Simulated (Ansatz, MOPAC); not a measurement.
Molecule: H₆BSiO₃, net charge 1, singlet state. SMILES: OB(O)[OH+][SiH3]

Atoms: O1, B2, O3, O4, Si5, H6, H7, H8, H9, H10, H11. Bonds: O1-B2, O1-H6, B2-O3, B2-O4, O3-H7, O4-Si5, O4-H8, Si5-H9, Si5-H10, Si5-H11.

Bond lengths (Å) and angles (degrees) optimised at PM6 with MOPAC; PM7 with MOPAC; MNDO with MOPAC; B3LYP/6-31G* with Ansatz (a program for electronic structure), each started from the B3LYP-D3(BJ)/def2-TZVP structure (Ansatz) of the last column. A row stands for all coordinates that are equal there; 11 of 20 kinds are shown. 6-31G* holds six Cartesian d functions. No wavenumbers were computed at MNDO, so these may be saddle points.

```json
[
 {"coordinate": "O1-B2", "PM6": "1.339", "PM7": "1.354", "MNDO": "1.347", "B3LYP/6-31G*": "1.335", "B3LYP-D3(BJ)/def2-TZVP": "1.331"},
 {"coordinate": "O1-H6", "PM6": "0.943", "PM7": "0.961", "MNDO": "0.947", "B3LYP/6-31G*": "0.968", "B3LYP-D3(BJ)/def2-TZVP": "0.963"},
 {"coordinate": "B2-O3", "PM6": "1.333", "PM7": "1.349", "MNDO": "1.351", "B3LYP/6-31G*": "1.338", "B3LYP-D3(BJ)/def2-TZVP": "1.334"},
 {"coordinate": "B2-O4", "PM6": "1.474", "PM7": "1.527", "MNDO": "1.433", "B3LYP/6-31G*": "1.466", "B3LYP-D3(BJ)/def2-TZVP": "1.461"},
 {"coordinate": "O4-Si5", "PM6": "1.882", "PM7": "1.713", "MNDO": "1.827", "B3LYP/6-31G*": "1.835", "B3LYP-D3(BJ)/def2-TZVP": "1.813"},
 {"coordinate": "O4-H8", "PM6": "1.006", "PM7": "1.020", "MNDO": "0.957", "B3LYP/6-31G*": "0.977", "B3LYP-D3(BJ)/def2-TZVP": "0.971"},
 {"coordinate": "Si5-H9", "PM6": "1.470", "PM7": "1.457", "MNDO": "1.363", "B3LYP/6-31G*": "1.472", "B3LYP-D3(BJ)/def2-TZVP": "1.467"},
 {"coordinate": "Si5-H10", "PM6": "1.467", "PM7": "1.457", "MNDO": "1.361", "B3LYP/6-31G*": "1.469", "B3LYP-D3(BJ)/def2-TZVP": "1.464"},
 {"coordinate": "O1-B2-O3", "PM6": "137.9", "PM7": "137.3", "MNDO": "133.2", "B3LYP/6-31G*": "137.4", "B3LYP-D3(BJ)/def2-TZVP": "137.0"},
 {"coordinate": "O1-B2-O4", "PM6": "108.8", "PM7": "108.2", "MNDO": "114.6", "B3LYP/6-31G*": "112.0", "B3LYP-D3(BJ)/def2-TZVP": "112.3"},
 {"coordinate": "O3-B2-O4", "PM6": "113.3", "PM7": "114.5", "MNDO": "112.3", "B3LYP/6-31G*": "110.6", "B3LYP-D3(BJ)/def2-TZVP": "110.7"}
]
```

Mean signed difference of all 10 bond lengths from B3LYP-D3(BJ)/def2-TZVP: PM6 0.009 Å, PM7 0.002 Å, MNDO -0.034 Å, B3LYP/6-31G* 0.007 Å.
